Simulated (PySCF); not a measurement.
Au(CO) (CAuO), SMILES [O+]#[C-]->[Au] (connectivity only; charge and spin as stated), neutral, multiplicity 2.

Geometry: B3LYP-D3(BJ)/def2-TZVP. The multiplicity is an assumed one; other spin states were not compared. The isomer is the one that the SMILES or the coordinates give; other isomers of the formula were not compared. The def2 effective core potentials stand for the cores of Au; spin–orbit coupling is left out.

These are TDA-PBE/def2-TZVPD (PySCF) values and carry that method's errors.

Vertical excitations. The molecule is in vacuum.

Computed UV-visible absorptions:
| state | energy (eV) | λ (nm) | f | main pairs |
|---|---|---|---|---|
| root 1 | 2.41 | 515 | 0.005 | α HOMO→LUMO 99 % |
| root 2 | 2.80 | 442 | 0.015 | α HOMO→LUMO+1 33 %, β HOMO→LUMO 65 % |
| root 3 | 3.14 | 395 | 0.033 | α HOMO→LUMO+1 19 %, β HOMO−2→LUMO 67 %, β HOMO→LUMO 11 % |
| root 4 | 3.16 | 393 | 0.000 | β HOMO−1→LUMO 100 % |
| root 5 | 3.19 | 389 | 0.074 | α HOMO→LUMO+1 39 %, β HOMO−2→LUMO 33 %, β HOMO→LUMO 23 % |
| root 6 | 3.65 | 340 | 0.005 | β HOMO−3→LUMO 94 % |
| root 7 | 3.70 | 335 | 0.000 | β HOMO−4→LUMO 98 % |
| root 8 | 4.37 | 284 | 0.001 | α HOMO−1→LUMO 32 %, α HOMO→LUMO+3 5 %, β HOMO→LUMO+1 59 % |
| root 9 | 4.53 | 274 | 0.082 | α HOMO→LUMO+2 77 %, β HOMO→LUMO+2 11 % |
| root 10 | 4.72 | 263 | 0.000 | α HOMO−1→LUMO 57 %, α HOMO→LUMO+3 24 %, β HOMO→LUMO+1 13 % |
Unrestricted roots are not spin-pure.
